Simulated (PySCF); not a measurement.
Compound: C6H5P.
SMILES: `c1cc(c[pH]1)C#C`

Theory: PySCF, CAM-B3LYP/def2-SV(P) geometry optimisation, gas phase.

Take the most abundant isotopes and a rigid rotor. 

Question: What are A, B and C (MHz)?

Answer: Ia = 76.28, Ib = 354.05, Ic = 426.49 u·Å²; 505379 MHz·u·Å²/I gives A = 6625, B = 1427, C = 1185 MHz.

Question: What kind of rotor is it?

Answer: A near-prolate asymmetric top. Ray's parameter κ = (2B − A − C)/(A − C) = -0.911; −1 is the prolate and +1 the oblate limit.

Question: Is it planar, by Δ = Ic − Ia − Ib?

Answer: Not planar: Δ = Ic − Ia − Ib = -3.85 u·Å². For a rigid frame Δ = −2 Σ m c², so Σ m c² = 1.92 u·Å² lies off the ab plane: 1.53 from hydrogen and 0.40 from heavier atoms. The atom farthest from that plane is 1.22 Å away.

Question: Give the other two planar moments, Paa and Pbb, and the rms extents of the mass along the axes.

Answer: Paa = Σ m a² = (Ib + Ic − Ia)/2 = 352.13 and Pbb = Σ m b² = (Ia + Ic − Ib)/2 = 74.36 u·Å². With the mass M = 108.01 u, the rms extents √(P/M) along a, b and c are 1.81, 0.83, 0.13 Å.

Question: Where do the levels up to J = 4 lie, in cm⁻¹?

Answer: Above 0(0,0):
J = 1: 1(0,1) 0.0871, 1(1,1) 0.2605, 1(1,0) 0.2686
J = 2: 2(0,2) 0.2611, 2(1,2) 0.4267, 2(1,1) 0.4510, 2(2,1) 0.9711, 2(2,0) 0.9714
J = 3: 3(0,3) 0.5215, 3(1,3) 0.6758, 3(1,2) 0.7244, 3(2,2) 1.2326, 3(2,1) 1.2339, 3(3,1) 2.1199, 3(3,0) 2.1199
J = 4: 4(0,4) 0.8673, 4(1,4) 1.0077, 4(1,3) 1.0885, 4(2,3) 1.5809, 4(2,2) 1.5850, 4(3,2) 2.4690, 4(3,1) 2.4690, 4(4,1) 3.7105, 4(4,0) 3.7105
Those of J = 1 are B + C, A + C and A + B.

Question: Which types of transition are allowed, and where do some lines up to J = 5 fall?

Answer: The dipole components are |μa| = 0.06 D, |μb| = 0.26 D, |μc| = 0.53 D. The squared components, which scale the intensities, stand as 0.01 : 0.24 : 1.00 (a : b : c). Some lines, for components of 0.1 D or more:

```csv
type,branch,"J(Ka,Kc)",MHz,lower level (cm⁻¹)
b,Q,"2(1,1) ← 2(0,2)",5691,0.261
b,Q,"4(1,3) ← 4(0,4)",6633,0.867
c,R,"1(1,0) ← 0(0,0)",8053,0.000
c,Q,"5(2,4) ← 5(1,4)",14175,1.543
b,Q,"5(2,3) ← 5(1,4)",14462,1.543
c,Q,"2(2,1) ← 2(1,1)",15594,0.451
b,Q,"2(2,0) ← 2(1,1)",15602,0.451
b,Q,"2(2,1) ← 2(1,2)",16321,0.427
b,Q,"4(2,3) ← 4(1,4)",17185,1.008
b,R,"2(2,0) ← 1(1,1)",21312,0.261
c,R,"3(2,2) ← 2(1,2)",24159,0.427
b,Q,"3(3,0) ← 3(2,1)",26560,1.234
c,R,"4(2,3) ← 3(1,3)",27133,0.676
b,R,"4(2,2) ← 3(1,3)",27257,0.676
c,R,"5(2,4) ← 4(1,4)",30228,1.008
c,R,"3(3,0) ← 2(2,0)",34430,0.971
b,R,"3(3,0) ← 2(2,1)",34439,0.971
c,R,"4(3,2) ← 3(2,2)",37067,1.233
c,Q,"5(4,2) ← 5(3,2)",37207,2.906
b,Q,"5(4,1) ← 5(3,2)",37207,2.906
c,Q,"4(4,1) ← 4(3,1)",37219,2.469
b,Q,"4(4,0) ← 4(3,1)",37219,2.469
c,R,"5(3,3) ← 4(2,3)",39712,1.581
c,R,"4(4,0) ← 3(3,0)",47685,2.120
b,R,"4(4,0) ← 3(3,1)",47686,2.120
c,R,"5(4,1) ← 4(3,1)",50299,2.469
c,R,"5(4,2) ← 4(3,2)",50300,2.469
b,R,"5(5,1) ← 4(4,0)",60936,3.711
```

CAM-B3LYP/def2-SV(P) frequencies: not computed here. Zero-point vibration and centrifugal distortion are left out.

Hardware: one thread of an AMD EPYC, on a shared host. Cost: 81 s wall, 0.54 GiB resident at most. These figures are those of the optimisation.
